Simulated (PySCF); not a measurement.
# How the method changes the shape and vibrations of BCClH3Si cation

All numbers below are calculated, not measured. The program is PySCF 2.14.0, an open-source quantum chemistry code, run on an isolated molecule that a program drew, which may never have been made. The molecule is BCClH3Si cation (charge +1, singlet), drawn as the SMILES string `[SiH2+]C=BCl`.

The geometry was optimised and harmonic frequencies were computed with HF and MP2, all in the cc-pV(D+d)Z basis, for the commonest isotopes, with a restricted reference for singlets and an unrestricted one otherwise, and a frozen core in MP2. Each result is a local minimum of its method.

Geometry at the HF minimum:
```xyz
7
BCClH3Si cation, angstrom
Si   -0.5974   -2.7665   -0.5536
C     1.0030   -2.3268   -0.0439
B     1.3455   -1.9989    1.3000
Cl    1.7267   -1.6231    2.8557
H    -0.8854   -3.0918   -1.9476
H    -1.6993   -2.8218    0.4063
H     1.8018   -2.2951   -0.7836
```

Lengths of the bonds as drawn, in Å (atoms numbered as above):
```
  bond     HF    MP2
Si1-C2  1.736  1.749
 C2-B3  1.425  1.438
B3-Cl4  1.645  1.645
Si1-H5  1.460  1.467
Si1-H6  1.462  1.469
 C2-H7  1.089  1.100
```

Rotational constants, in GHz:
| constant | HF | MP2 |
|---|---|---|
| A | 27.01 | 25.03 |
| B | 1.599 | 1.62 |
| C | 1.51 | 1.522 |

Harmonic frequencies in cm^-1, each column in rising order, so a row needn't be the same motion in every method:
| rank | HF | MP2 |
|---|---|---|
| 1 | 110 | 96 |
| 2 | 227 | 220 |
| 3 | 431 | 408 |
| 4 | 446 | 414 |
| 5 | 581 | 564 |
| 6 | 689 | 655 |
| 7 | 744 | 683 |
| 8 | 783 | ? |
| 9 | 959 | 911 |
| 10 | 1030 | 969 |
| 11 | 1171 | 1090 |
| 12 | 1613 | 1587 |
| 13 | 2421 | 2359 |
| 14 | 2457 | 2402 |
| 15 | 3295 | 3201 |

**Estimate the missing MP2 frequency from the HF column.**

A single factor s that minimises the squared misfit of MP2 against s times HF over the other rows is sum(HF x MP2) / sum(HF^2) = 0.9690, with an rms misfit of 22 cm^-1. For rank 8 it gives 0.9690 x 783 = 759 cm^-1. The calculation gives 747 cm^-1, 12 cm^-1 below the estimate. The drawn bonds are on average 0.6 % longer in MP2 than in HF.
